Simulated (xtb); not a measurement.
Br2Sn, charge +1, doublet, from a rough starting geometry (GFN-xTB shapes and energies of metal compounds can be far from the true ones) (a state made from the parent by changing its charge; the spin is typed, not shown lowest); GFN2-xTB (xtb).

The xtb input:
```
$ xtb mol.xyz --gfn 2 --chrg 1 --uhf 1 --opt vtight --json

# file mol.xyz
3

Sn    -0.03351521    -0.00544543     1.03577910
Br     1.05342807     1.73342619    -0.54175751
Br    -1.00173201    -1.66255405    -0.56894871
```

Problem. Write the output that xtb gives for this input, abridged.

Solution. 
```
   ID    Z sym.   atoms
    1   50 Sn     1
    2   35 Br     2, 3

           -------------------------------------------------
          |                Calculation Setup                |
           -------------------------------------------------

           -------------------------------------------------
          |                 G F N 2 - x T B                 |
           -------------------------------------------------

          ...................................................
          :                      SETUP                      :
          :.................................................:
          :  # basis functions                  30          :
          :  # atomic orbitals                  27          :
          :  # shells                            9          :
          :  # electrons                        17          :
          :  max. iterations                   250          :
          :  Hamiltonian                  GFN2-xTB          :
          :  restarted?                      false          :
          :  GBSA solvation                  false          :
          :  PC potential                    false          :
          :  electronic temp.          300.0000000     K    :
          :  accuracy                    1.0000000          :
          :  -> integral cutoff          0.2500000E+02      :
          :  -> integral neglect         0.1000000E-07      :
          :  -> SCF convergence          0.1000000E-05 Eh   :
          :  -> wf. convergence          0.1000000E-03 e    :
          :  Broyden damping             0.4000000          :
          :  net charge                          1          :
          :  unpaired electrons                  1          :
          ...................................................

 iter      E             dE          RMSdq      gap      omega  full diag
   1     -4.1753304 -0.417533E+01  0.691E+01    0.00       0.0  T
   2     -4.1769497 -0.161930E-02  0.771E+01    1.66       1.0  T
   3     -9.0282871 -0.485134E+01  0.273E+01    8.09       1.0  T
   4     -9.4331924 -0.404905E+00  0.171E+01    6.86       1.0  T
   5     -9.4895272 -0.563348E-01  0.155E+01    6.64       1.0  T
   6     -9.5123245 -0.227972E-01  0.150E+01    6.55       1.0  T
   7     -9.7939198 -0.281595E+00  0.853E+00    5.30       1.0  T
   8     -9.8990823 -0.105163E+00  0.935E+00    4.47       1.0  T
   9     -9.8980746  0.100766E-02  0.112E+01    4.56       1.0  T
[...]
         :: total energy              -9.903675856452 Eh    ::
 * total energy  :    -9.9036759 Eh     change        0.6872725E-11 Eh
 * total energy  :    -9.9026394 Eh     change        0.1036428E-02 Eh
 * total energy  :    -9.9057011 Eh     change       -0.3061711E-02 Eh
 * total energy  :    -9.9060003 Eh     change       -0.2992053E-03 Eh
 * total energy  :    -9.9061078 Eh     change       -0.1074856E-03 Eh
 * total energy  :    -9.9061202 Eh     change       -0.1240661E-04 Eh
 * total energy  :    -9.9061221 Eh     change       -0.1845549E-05 Eh
 * total energy  :    -9.9061224 Eh     change       -0.2742523E-06 Eh
 * total energy  :    -9.9061224 Eh     change       -0.3141358E-07 Eh
   *** GEOMETRY OPTIMIZATION CONVERGED AFTER 9 ITERATIONS ***
         :: total energy              -9.906122388210 Eh    ::
[...]
        18                         -0.1882137              -5.1216
        19                         -0.1865908              -5.0774
        20                         -0.1834216              -4.9912
       ...                                ...                  ...
        27                          0.5140909              13.9891
      -------------------------------------------------------------
                  HL-Gap            0.1739686 Eh            4.7339 eV
             Fermi-level           -0.6102336 Eh          -16.6053 eV

     #   Z          covCN         q      C6AA      α(0)
     1  50 Sn       1.630     0.693   424.702    44.332
     2  35 Br       0.816     0.153   180.535    21.663
     3  35 Br       0.816     0.153   180.535    21.663

 Mol. C6AA /au·bohr⁶  :       2221.879430
 Mol. C8AA /au·bohr⁸  :     194733.548110
 Mol. α(0) /au        :         87.658247

Wiberg/Mayer (AO) data.
largest (>0.10) Wiberg bond orders for each atom

 ---------------------------------------------------------------------------
     #   Z sym  total        # sym  WBO       # sym  WBO       # sym  WBO
 ---------------------------------------------------------------------------
     1  50 Sn   2.224 --     3 Br   1.112     2 Br   1.112
     2  35 Br   1.262 --     1 Sn   1.112     3 Br   0.151
     3  35 Br   1.263 --     1 Sn   1.112     2 Br   0.151
 ---------------------------------------------------------------------------

Topologies differ in total number of bonds
Writing topology from bond orders to xtbtopo.mol

molecular dipole:
                 x           y           z       tot (Debye)
 q only:       -0.015       0.040       1.143
   full:       -0.061       0.038       3.217       8.179
molecular quadrupole (traceless):
                xx          xy          yy          xz          yz          zz
 q only:       -2.234       2.826       0.729      -0.063       0.133       1.504
  q+dip:       -4.303      -0.670      -5.003      -0.255       0.169       9.306
   full:       -1.776      -4.100      -6.067      -0.170       0.092       7.843

optimized geometry written to: xtbopt.xyz

           -------------------------------------------------
          | TOTAL ENERGY               -9.906122388210 Eh   |
          | GRADIENT NORM               0.000013143170 Eh/α |
          | HOMO-LUMO GAP               4.733925427553 eV   |
           -------------------------------------------------

normal termination of xtb
```
